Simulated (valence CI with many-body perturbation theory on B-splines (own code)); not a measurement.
Nd⁵⁵⁺: what the settings do

Computed by relativistic CI+MBPT: three valence electrons over a frozen Dirac-Fock core [He], a basis of 6 s, 6 p, 5 d, 3 f, 1 g functions for each j, with the one-electron correlation potential Σ1, the two-electron term Σ2, the three-electron term Σ3, Breit, model QED; selected CI, second order for the rest, scaled by the run's own slope (own B-spline code, finite nucleus).

No measured spectrum was set against this ion. As an estimate, large intervals hold to a few tenths of a per cent, small ones and those within an open d or f shell to about a per cent.

The reference run has the lowest level (2s^2 2p1/2) J=1/2 and an ionisation energy of 11689.0 eV. Its largest variational space holds 3634 state functions.

Levels are named by their leading jj configuration (3d3/2^4 stands for four electrons in 3d with j = 3/2), which in mixed levels can hold well under half, so a name can repeat and another be missing. Letters in brackets count levels of one name in rising energy.

Changed runs:
A. three-electron term on → off
B. shift of the energy in Σ1 (hartree) 0 → 18.689
C. size limit of the variational space 10000 → 1500; second order for the rest on → off
D. logarithmic knot step 0.27 → 0.8 (bad on purpose)

Excitation energies of the reference run in cm⁻¹, and shifts in cm⁻¹:

| Level | Reference | A | B | C | D |
| --- | --- | --- | --- | --- | --- |
| (2s 2p1/2^2) J=1/2 | 1550400 | +133 | -12 | +0.2 | +6.2 |
| (2s^2 2p3/2) J=3/2 | 4599180 | +47 | +6.4 | +115 | -24 |
| (2s 2p1/2 2p3/2) J=3/2 [a] | 5680490 | -80 | -5.5 | +63 | -23 |
| (2s 2p1/2 2p3/2) J=5/2 | 5962970 | +114 | -5.4 | +59 | -20 |
| (2s 2p1/2 2p3/2) J=1/2 | 6412120 | +382 | -5.5 | +1.6 | -16 |
| (2s 2p1/2 2p3/2) J=3/2 [b] | 6420990 | +396 | -5.4 | +73 | -17 |
| (2p1/2^2 2p3/2) J=3/2 | 8058930 | +466 | -17 | +61 | -14 |
| (2s 2p3/2^2) J=5/2 | 10425100 | +107 | +1.2 | +57 | -46 |
| (2s 2p3/2^2) J=1/2 | 11101100 | +482 | +1.3 | +1.2 | -39 |
| (2s 2p3/2^2) J=3/2 | 11108800 | +445 | +1.3 | +169 | -40 |
| (2p1/2 2p3/2^2) J=3/2 | 12361100 | +425 | -11 | +116 | -43 |
| (2p1/2 2p3/2^2) J=5/2 | 12531300 | +424 | -11 | +122 | -42 |
| Ionisation energy (eV) | 11689.0 | +0.053 | +0.0037 | 0 | -0.0061 |
